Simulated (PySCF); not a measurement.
Isomers of C6H6ClFO. The calculation used PySCF 2.14.0, density-fitted response routines, TDDFT CAM-B3LYP/def2-SVPD, vertical, gas phase, core orbitals frozen in the response. Geometries: GFN2-xTB; one conformer of each isolated species. Triplets are in the Tamm–Dancoff approximation.

A. `C1=C(CCl)[C@@H](F)C=CO1`
B. `C=C/C(=C(/C(=O)F)Cl)C`
C. `C/C=C(C=O)/C(Cl)=C/F`

Lowest singlet levels (six at most, fewer where fewer were computed) with oscillator strengths:

1. 273 nm (f 0.453); 253 nm (f 0.018); 207 nm (f 0.036); 203 nm (f 0.069); 191 nm (f 0.004); 185 nm (f 0.003); T1 2.59 eV
2. 216 nm (f 0.117); 186 nm (f 0.041); 181 nm (f 0.019); 180 nm (f 0.010); 179 nm (f 0.030); 170 nm (f 0.022); T1 4.13 eV
3. 320 nm (f 0.001); 269 nm (f 0.158); 209 nm (f 0.022); 204 nm (f 0.028); 197 nm (f 0.340); 193 nm (f 0.096); T1 2.94 eV

Problem. Which spectrum belongs to which structure?

Solution. 1 = B, 2 = A, 3 = C.
- A: S1 at 5.75 eV, HOMO→LUMO (94%); Löwdin shares by element: HOMO carbon 47% or more, oxygen 21% (atoms not listed hold the other 32%); LUMO carbon 46% or more, chlorine 17% (atoms not listed hold the other 37%); HOMO -8.58 and LUMO 0.33 eV.
- B: S1 at 4.54 eV, HOMO→LUMO (96%); Löwdin shares by element: HOMO carbon 52% or more, chlorine 21% (atoms not listed hold the other 27%); LUMO carbon 63% or more (atoms not listed hold the other 37%); HOMO -8.67 and LUMO -1.69 eV.
- C: S1 at 3.87 eV, HOMO-1→LUMO (87%), HOMO-1→LUMO+1 (9%); Löwdin shares by element: HOMO carbon 57% or more, chlorine 11% (atoms not listed hold the other 32%); LUMO carbon 60% or more, oxygen 18% (atoms not listed hold the other 21%); HOMO -8.33 and LUMO -1.11 eV.
